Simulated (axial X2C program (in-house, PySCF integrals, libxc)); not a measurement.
# SrSi: cheaper levels and CCSD(T), 2c

Calculated with an in-house relativistic program for diatomic molecules. Two-component (2c) means X2C with spin–orbit coupling and atomic mean-field two-electron Coulomb and Gaunt terms. Basis: Sr dyall-cv3z [13s12p8d5f1g], Si dyall-v3z [8s7p2d1f] (cores contracted in-house); Gaussian nuclei, density fitting, unrestricted open shells. Masses: Sr 87.906 u, Si 27.977 u.

State: Ω = 2 (⟨Sz⟩ = 2.00, ⟨Lz⟩ = 0.00 at HF); fragments Sr + Si.

| level | Re (Å) | ωe (cm⁻¹) |
| --- | --- | --- |
| PBE0 | 2.916 | 232.2 |
| HF | 3.029 | 220.7 |
| MP2 | 2.944 | 232.6 |
| CCSD | 2.960 | 229.7 |
| BLYP | 2.953 | 217.1 |

Correlated methods: 14 electrons correlated (number of frozen shells: Sr 3 s, 2 p, 1 d; Si 2 s, 1 p), 234 virtual spin orbitals or spinors in MP2, 90 natural virtuals in coupled cluster.

CCSD(T), same Hamiltonian and basis:

Re = 2.953 Å, ωe = 230.7 cm⁻¹; T1 = 0.014 (Lee–Taylor normalisation).

Problem. Give the differences from CCSD(T) in the columns below.

Solution. 

| level | ΔRe (Å) | Δωe (cm⁻¹) |
| --- | --- | --- |
| PBE0 | -0.037 | 1.5 |
| HF | 0.076 | -10.0 |
| MP2 | -0.009 | 1.9 |
| CCSD | 0.007 | -1.0 |
| BLYP | 0.000 | -13.6 |

Occupations by symmetry block were frozen at the best pattern of an incomplete PBE0 search. De is not given where an atomic determinant may have missed its ground term or J level, or where the truncated virtual space spoils (T). Density functionals use the spin component along the axis (collinear). CCSD and (T) use frozen natural virtuals with an MP2 correction for the truncation; (T) itself is uncorrected, so its De runs slightly low. PBE0 can misorder states that lie within some tenths of an eV, so this need not be the ground state of the molecule. The nearest other 2c determinant of the search, Ω = 0, lies 0.53 eV up at the distance of the search. The functionals have no current-density term, which raises determinants with orbital currents, atoms included. The spin of this state cannot come from the lowest atoms; the curve heads to a higher limit, and no De is given. With several unpaired electrons one determinant need not be a pure state. Open-shell Ω = 0 determinants with evenly filled partner blocks cannot be reached by this program, so the Ω shown need not be the lowest component. At some level and bond length an empty orbital lies below a filled one. Some points did not converge and are left out.
